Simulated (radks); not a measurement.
Task: The mean radii <r> (bohr) of the occupied orbitals of an atom or ion are listed with their occupations. Calculated with a radial shooting solver on a logarithmic mesh with Libxc functionals: Dirac Kohn-Sham, PBEsol, spin-unpolarised, spherical densities, finite nucleus; Fermi nuclear charge, rms radius of each element as measured or else 0.836 A^(1/3) + 0.57 fm.

| orbital | occ. | <r> |
|---|---|---|
| 1s1/2 | 2 | 0.05033 |
| 2s1/2 | 2 | 0.2260 |
| 2p1/2 | 2 | 0.1958 |
| 2p3/2 | 4 | 0.1992 |
| 3p1/2 | 2 | 0.6714 |
| 3p3/2 | 4 | 0.6801 |
| 3d3/2 | 3.2 | 0.7094 |
| 3d5/2 | 4.8 | 0.7124 |
| 4p1/2 | 0.666667 | 1.908 |
| 4p3/2 | 1.33333 | 1.926 |

Name the element and its charge. Open shells, if any, are shared by 2j + 1.

Result: Z = 30, zinc, charge +4: Zn4+ in [Ne] 3p6 3d8 4p2. The 1s radius gives Z: for a bare nucleus <r> = (2 gamma + 1)/(2Z) with gamma = sqrt(1 - (Z/c)^2), 0.04919 bohr for Z = 30, and screening makes it slightly larger (0.05033 here). The occupations add up to 26, and the charge is Z minus that.
